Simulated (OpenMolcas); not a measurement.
Sn3+: CASPT2 settings compared

```yaml
Program: OpenMolcas
Basis: ANO-R2 [7s6p4d2f1g]
Scalar_Hamiltonian: X2C, finite nucleus
Active_space: 1 electron in 4 orbitals (5s 5p)
State_averaging: 2S+1 = 2 even, 1 root; 2S+1 = 2 odd, 3 roots
Spin-orbit_coupling: RASSI with atomic mean-field integrals over the reference wave functions, term energies averaged over their components
```

Methods on the same reference wave functions:
A. CASSCF
B. XMS-CASPT2, IPEA 0.35 Eh, sigma2 regulariser 0.5 Eh (closed shells correlated: 4d)
C. XMS-CASPT2, IPEA 0.1 Eh, sigma2 regulariser 0.5 Eh (closed shells correlated: 4s 4p 4d)

Energies in cm-1 above 5s 2S 1/2, the measured ground level; measured values from Moore, Atomic Energy Levels, vol. III, NSRDS-NBS 35 (1971 reprint of NBS Circular 467, 1958).

```tsv
Level	A	B	C	Measured
5s 2S 1/2	0.0	0.0	0.0	0.0
5p 2P* 1/2	66720	69369	70001	69564
5p 2P* 3/2	71937	74586	75218	76072
```

Deviations, from unrounded energies. A percentage is the sum of absolute deviations over the sum of measured energies, with the sign that they share, or ± where signs differ.

```
           Against measurement  Levels     A     B     C
mean absolute deviation (cm-1)       2  3500   840   650
      other configurations (%)       2  -4.8  -1.2  ±0.9
```

C lies closest to measurement on these levels and A furthest from it. The largest miss of C in the table is 5p 2P* 3/2, by -850 cm-1. The ranking rests on the paired levels alone, and a cruder setting can come out closer through cancelling errors.

Between B and C the level of the table that moves most is 5p 2P* 1/2, by 630 cm-1 (lowest in B, highest in C).

The lowest spin-free term lies below A's lowest term by 0.392 hartree in B, 0.605 hartree in C.

With one active electron the reference holds no correlation, so core polarisation is missing (holds for A). With one active electron, CASPT2 adds the correlation within the correlated inactive shells and between them and that electron, and leaves the splitting within a term as the reference gives it (holds for B; C). Computed and measured levels are paired by configuration, term and J; levels that our copy of the source lacks, or whose pairing is in doubt (as where it misses far off the trend of its configuration), stay unpaired and out of the deviations. Only configurations of the active space appear.

* marks odd parity.
